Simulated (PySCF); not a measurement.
AlCl₃: one-bond stretch

These are results of r2SCAN in PySCF with Al def2-TZVP, Cl def2-TZVP; no relativity; density-fitted integrals, not measurements.

Rigid scan from the singlet minimum (Al–Cl 2.071 Å (×3); Cl–Al–Cl 120.0° (×3)). Coordinate: the bond from Al to the last atom (Cl) scaled, the rest fixed. Energies in kJ/mol from the minimum.

Question: Predict the curve at 0.92, 0.96, 1.00, 1.05, 1.12, 1.20, 1.35, 1.55, 1.80, 2.20.

Answer: 
```csv
scale of one bond,E (kJ/mol),dipole size (D)
0.92,30.4,0.74
0.96,6.7,0.37
1.00,0.0,0.00
1.05,8.0,0.48
1.12,37.9,1.15
1.20,85.4,1.91
1.35,183.0,3.27
1.55,297.7,–
1.80,400.3,–
2.20,1531.5,–
```

At long bonds a restricted determinant can lie too high, and another spin state can fall below this curve.

The scan took of the order of 11 core-minutes on a shared host.
